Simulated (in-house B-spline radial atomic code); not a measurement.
Ionising Si II (Si+) with different functionals

Computed with a B-spline radial code for spherical atoms: non-relativistic Hamiltonian, point nucleus, spin-polarised at highest spin, spherical fractional occupations for the functionals, and exact exchange of hybrids averaged over the configuration. The ionisation energy is the difference of two self-consistent energies, [Ne] 3s2 3p1 → [Ne] 3s2, without Breit or QED terms; ε is the level of the shell that loses the electron (its least bound occupied spin orbital).

```
   method                    rung  ΔSCF (eV)  -ε(3p) (eV)
     PBE0           global hybrid      16.32        13.27
    B3LYP           global hybrid          ?            ?
    TPSSh           global hybrid      16.28        12.61
   M06-2X           global hybrid      16.41        14.47
BHandHLYP           global hybrid          ?            ?
  r2SCAN0           global hybrid      16.27        13.31
    B97-1           global hybrid      16.20        12.96
    HSE06  range-separated hybrid      16.31        12.86
    wB97X  range-separated hybrid      16.26        15.62
CAM-B3LYP  range-separated hybrid      16.36        14.55
  LC-wPBE  range-separated hybrid      16.51        16.11
```

(1) What does B3LYP give?

(2) What does BHandHLYP give?

(3) Among the functionals, which spreads more, the ΔSCF values or the orbital energies?

(4) How do they compare with the NIST value?

## Answers

(1) ΔSCF 16.32 eV, and -ε(3p) = 12.97 eV.

(2) ΔSCF 16.21 eV, and -ε(3p) = 14.18 eV.

(3) The orbital energies: ΔSCF values span about 0.30 eV and the orbital energies 3.50 eV; here energy differences depend much less on the functional than eigenvalues do.

(4) NIST lists 16.346 eV (measured, ground level to ground level). Errors run from -0.14 to +0.16 eV; CAM-B3LYP is closest (+0.01 eV), but part of that can be cancellation, since the calculations leave out relativity, Breit-QED terms, multiplet and fine-structure energies.
